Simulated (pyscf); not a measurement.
Optimised with ωB97X-D3(BJ)/def2-SVP in PySCF.

SMILES: CN(C)[SiH2]N(C)C
```xyz
21

C     -1.8237    -1.3153    -1.9079
N     -0.5396    -0.7406    -2.2505
C     -0.3553    -0.4814    -3.6611
Si     0.7441    -0.7014    -1.0883
N      0.1396    -0.0137     0.3819
C     -0.5728     1.2469     0.3653
C      0.5228    -0.4689     1.6997
H     -1.9021    -1.4356    -0.8163
H     -1.9819    -2.3070    -2.3776
H     -2.6538    -0.6586    -2.2321
H     -1.1357     0.2038    -4.0450
H      0.6228    -0.0096    -3.8404
H     -0.4012    -1.4060    -4.2713
H      1.8335     0.0626    -1.7770
H      1.2961    -2.0291    -0.6674
H     -1.4953     1.1917     0.9748
H     -0.8697     1.4970    -0.6650
H      0.0380     2.0828     0.7621
H     -0.3627    -0.5824     2.3547
H      1.0218    -1.4480     1.6379
H      1.2171     0.2326     2.2049
```
Charge 0, spin multiplicity 1.

Problem. How much does it cost (ΔH, 298 K, ωB97M-D3(BJ)/def2-TZVP) to split H₃C–N(CH₃)–SiH₂–N(CH₃)–CH₃ (SMILES CN(C)[SiH2]N(C)C) at its N–Si bond into H₃C–N•–CH₃ + H₃C–N(CH₃)–SiH₂•?

Solution. N–Si to H₃C–N•–CH₃ + H₃C–N(CH₃)–SiH₂•: 93.2 kcal/mol. The 7 functionals that were run give +82.3 (PBE) to +94.4 kcal/mol (M06-2X). H₃C–N•–CH₃ lies 10.2 kcal/mol over its isomer H₃C–CH•–NH₂ (electronic energy, ωB97M-D3(BJ)/def2-TZVP). Other isomers of H₃C–N(CH₃)–SiH₂• were not searched in full and may lie lower.
